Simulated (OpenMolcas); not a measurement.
## Ar II: the spin-orbit constant, worked from levels

* Program: OpenMolcas 26.06
* Basis: ANO-RCC-VTZP [5s4p2d1f]
* Scalar Hamiltonian: DKH2, point nucleus
* Active space: 7 electrons in 4 orbitals (3s 3p)
* State averaging: 2S+1 = 2 odd, 3 roots; 2S+1 = 2 even, 1 root
* Spin-orbit coupling: state interaction with AMFI integrals over the reference wave functions, term energies averaged over their components

Methods: CASSCF; SS-CASPT2, IPEA 0.25 Eh, imaginary shift 0.1 Eh (closed shells correlated: 2s 2p). Measured levels: NIST Handbook of Basic Atomic Spectroscopic Data.

**The spin-orbit constant.** For the Hund term ²P° of p5, E(J) = (A/2) J(J+1) + constant and ζ = -2S·A = -A. From J = 1/2 to J = 3/2 the energy changes by 1.5 A.

```tsv
Source	E(3/2) - E(1/2)	A	ζ
CASSCF	-1335.4	-890.3	890
SS-CASPT2	-1335.4	-890.3	890
measured	-1431.6	-954.4	954
```

All in cm-1. SS-CASPT2 is off by -6.7 % and CASSCF by -6.7 %. Both methods take the spin-orbit matrix elements from the reference wave functions, so the second can move ζ only through the term energies and any multistate remixing.

Over all roots computed the reference weight is 0.87 to 0.95 in SS-CASPT2; the roots of lowest weight are the least certain, and an intruder state may touch them. Without dynamic correlation excited terms often stand tens of per cent too high (terms of higher spin than the ground term too low), and those without a measured partner can miss by more than the paired ones (holds for CASSCF). Computed and measured levels are paired by configuration, term and J; levels that our copy of the source lacks, or whose pairing is in doubt (as where it misses far off the trend of its configuration), stay unpaired and out of the deviations. Levels of configurations outside the active space are missing.

° marks odd parity.
